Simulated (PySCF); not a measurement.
Potassium: a sound run and one with changed settings

Sound run: K⁺ [Ar], K²⁺ [Ne] 3s2 3p5. Calculation: PySCF 2.14, in Sapporo-DKH3-DZP-2012; scalar relativity by spin-free X2C-1e. In the sound run the correlated levels freeze [Ne] 3s2. The sound run starts from symmetry-adapted Hartree-Fock orbitals and uses a fine grid where one is needed.

Changed run: initial guess atom, at most 50 SCF cycles.

```csv
species,method,sound run (hartree),changed run (hartree),converged
K⁺,UHF,-601.29717,-601.29717,yes
K⁺,MN15,-602.23369,-602.23369,yes
K⁺,CCSD(T),-601.44992,-601.44992,yes
K²⁺,PBE0,-600.72201,-600.72201,yes
K²⁺,MP2,-600.27240,-600.27240,yes
```

Here the plain start reaches the same solutions.
